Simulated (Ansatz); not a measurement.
Geometry optimisation, Ansatz, UKS r2SCANh/6-31G.

Input:

```yaml
crystal:
  periodic: [false, false, false]
  atoms:
    - { symbol: C, position_ang: [-0.37041, 1.52972, -1.66362] }
    - { symbol: Si, position_ang: [0.75179, 0.39876, -0.8992] }
    - { symbol: Al, position_ang: [0.24265, -0.86284, 1.08207] }
    - { symbol: S, position_ang: [-1.5532, -1.97766, 1.69487] }
    - { symbol: H, position_ang: [-1.38389, 1.64103, -1.31344] }
    - { symbol: H, position_ang: [-0.13718, 2.10442, -2.54355] }
    - { symbol: H, position_ang: [2.11535, 0.34366, -1.48485] }
    - { symbol: H, position_ang: [1.27323, -0.99308, 2.26463] }
    - { symbol: H, position_ang: [-0.93834, -2.18401, 2.86308] }
magnetization:
  spin_polarized: true
basis:
  gaussian: { orbitals: "6-31G" }
hamiltonian:
  xc: r2scanh
relax:
  f_tol: 0.02
  max_steps: 40
```

Command:

```bash
$ ansatz run input.yaml --threads 2 --pin off --max-ram 3072MiB --backend cpu --events-out ev --progress --plain --runs-dir out
```

Question: Where does it end, and by what steps?

Answer: The forces met the threshold. The force dipped under the threshold on the way, but the program's further checks kept it going. Limits of this set-up: no polarisation functions. After 16 steps the energy has fallen by 0.255 eV; S4 moved furthest, 0.75 Å.

```
step  energy less start (eV)  largest force component (eV/Å)  accepted
   0                  0.0000                           1.034       yes
   1                 -0.1082                           0.618       yes
   2                 -0.1753                           0.443       yes
   3                 -0.2055                           0.166       yes
   4                 -0.2202                           0.091       yes
   5                 -0.2324                           0.186       yes
   6                 -0.2388                           0.249       yes
   7                 -0.2390                           0.288       yes
   8                 -0.2503                           0.048       yes
   9                 -0.2504                           0.047       yes
  10                 -0.2479                           0.232        no
  11                 -0.2522                           0.032       yes
  12                 -0.2530                           0.118       yes
  13                 -0.2538                           0.077       yes
  14                 -0.2539                           0.059       yes
  15                 -0.2544                           0.005       yes
  16                 -0.2545                           0.020       yes
```

```xyz
9
Properties=species:S:1:pos:R:3
C -0.478 1.257 -1.641
Si 0.881 0.567 -0.785
Al 0.566 -0.863 1.128
S -1.601 -1.230 1.661
H -1.503 1.063 -1.341
H -0.359 1.903 -2.506
H 2.247 0.912 -1.301
H 1.685 -1.559 2.034
H -1.439 -2.050 2.751
```

The run took 3.3 min on 2 threads of Arm Neoverse N1, with other jobs on the host, peak memory 0.27 GiB.
